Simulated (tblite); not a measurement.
Compound: C₁₁H₁₀.
SMILES with atom numbers: `[CH:1]#[C:2][C:3]1=[CH:4][CH2:5][CH:6]=[CH:7][C@@H:8]1[C:9]#[C:10][CH3:11]` (hydrogens: H12 on C1; H13 on C4; H14, H15 on C5; H16 on C6; H17 on C7; H18 on C8; H19, H20, H21 on C11)

The geometry is computed with GFN2-xTB (gas phase).

Question: List the bond lengths, angles and torsions at this level.

Answer: 
```
                     bond  length (bohr)   order
                    C1≡C2          2.269  triple
                    C2–C3          2.671  single
                    C3=C4          2.517  double
                    C4–C5          2.823  single
                    C5–C6          2.829  single
                    C6=C7          2.496  double
                    C7–C8          2.843  single
                    C8–C9          2.758  single
                   C9≡C10          2.265  triple
                  C10–C11          2.735  single
                    C3–C8          2.863  single
                   C1–H12          1.982  single
                   C4–H13          2.044  single
                   C5–H14          2.076  single
                   C5–H15          2.070  single
                   C6–H16          2.043  single
                   C7–H17          2.042  single
                   C8–H18          2.076  single
C11–H19, C11–H20, C11–H21          2.060  single
```

Bonds in one row agree within 0.02 bohr and their mean is given. Orders are formal, as drawn. A selection of angles:
```
     angle  degrees
  C1–C2–C3    177.5
  C2–C3–C4    122.1
  C2–C3–C8    115.8
  C4–C3–C8    122.0
  C3–C4–C5    123.1
  C4–C5–C6    112.0
  C5–C6–C7    123.0
  C6–C7–C8    122.8
  C7–C8–C9    109.2
  C3–C8–C7    111.3
  C3–C8–C9    108.8
 C8–C9–C10    178.0
C9–C10–C11    179.0
```

Torsions: C2–C3–C4–C5 179° (antiperiplanar); C3–C4–C5–C6 -17° (synperiplanar); C4–C5–C6–C7 17° (synperiplanar); C5–C6–C7–C8 2° (synperiplanar); C6–C7–C8–C9 100° (anticlinal); C2–C3–C8–C7 -160° (antiperiplanar).

The 6-membered ring C3–C4–C5–C6–C7–C8 has internal angles of 111.3° to 123.1° (sum 714°, against 720° for a flat polygon); it is puckered, 0.11 Å rms from its mean plane, widest ring torsion 20°. The 11 C–C bonds span 1.198 Å (C9≡C10, drawn triple) to 1.515 Å (C3–C8, drawn single), a spread of 0.317 Å.

Point group: C1 (no symmetry element, even within 0.4 Å). Its lowest GFN2-xTB frequency is 15i cm⁻¹, too small to tell a flat minimum from a shallow saddle. The numbers are those of one conformer.

On one thread, Arm Neoverse V2 (aarch64), shared host with 96 logical CPUs at a one-minute load of 46, this took 1.3 s of wall time. That covers the optimisation of the geometry.
